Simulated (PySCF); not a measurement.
Run record: geometry optimisation, `CC[O][GeH2][AsH2]`.

Computed with PBE0-D3(BJ)/def2-SVP geometry optimisation, gas phase (PySCF 2.14.0). Start geometry: GFN2-xTB. A driver script takes a list of jobs; this job's settings line and coordinates (Å) are shown.

Input:
```
{"job": {"xc": "PBE0", "basis": "def2-SVP", "d3": "d3bj", "grid": 1, "kind": "geom"}, "charge": 0, "multiplicity": 1}
C     -2.286610     0.923473    -0.133067
C     -1.390980    -0.302966    -0.051646
O     -0.135415    -0.004729    -0.621856
Ge     1.396108    -0.765076    -0.165026
As     2.953309     0.450016    -1.473614
H     -3.268599     0.694597     0.272573
H     -1.847713     1.741956     0.432018
H     -2.390316     1.235830    -1.168752
H     -1.846954    -1.137529    -0.598897
H     -1.275106    -0.611048     0.995701
H      1.424435    -0.718212     1.372142
H      1.256511    -2.271713    -0.441544
H      3.360603     1.285458    -0.291806
H      4.050048    -0.520530    -1.123441
```

Output:
```
step   0  E = -4468.38139263  max force = 0.013615
step   1  E = -4468.38576512  max force = 0.007947
step   2  E = -4468.38616912  max force = 0.001275
step   3  E = -4468.38621954  max force = 0.000563
step   4  E = -4468.38628777  max force = 0.001827
step   5  E = -4468.38632220  max force = 0.001656
step   6  E = -4468.38637397  max force = 0.000503
step   7  E = -4468.38643423  max force = 0.001214
step   8  E = -4468.38644458  max force = 0.002831
step   9  E = -4468.38652868  max force = 0.002135
step  10  E = -4468.38660616  max force = 0.000344
step  11  E = -4468.38661865  max force = 0.000271
optimisation converged
```

Energies in Eh; «max force» is the largest Cartesian gradient component in Eh/bohr.

Problem. Give the first gradient maximum in eV/Å.

Solution. With 1 Eh/bohr = 51.422 eV/Å, 0.700 eV/Å.

Problem. How much energy does the optimisation release, in kJ/mol?

Solution. E(step 0) − E(last step) = 0.005226 Eh, which is 13.7 kJ/mol.

In short: final energy -4468.38662 Eh after 11 steps; dipole 1.31 D.

Problem. Where do the atoms end?

Solution. 0.294 Å rms from the input after alignment:
```
atom  x, y, z in Å
C1    -2.6853    0.7410    0.0141
C2    -1.5278   -0.2085    0.2206
O3    -0.3964    0.2978   -0.4439
Ge4    1.1257   -0.6356   -0.4416
As5    2.6015    0.7035   -1.7957
H6    -3.5880    0.3787    0.5289
H7    -2.4338    1.7383    0.4046
H8    -2.9084    0.8428   -1.0584
H9    -1.7947   -1.2147   -0.1634
H10   -1.3276   -0.3284    1.3054
H11    1.5763   -0.8384    1.0243
H12    0.8666   -2.0106   -1.1024
H13    2.9325    1.6199   -0.6225
H14    3.7771   -0.2178   -1.4721
```

On one thread, Arm Neoverse V1 (aarch64), shared host with 32 logical CPUs at a one-minute load of 27, this took 2.1 min wall and 0.65 GiB of memory at its peak.
Labels such as C1 count atoms from 1, the log's own numbers from 0.
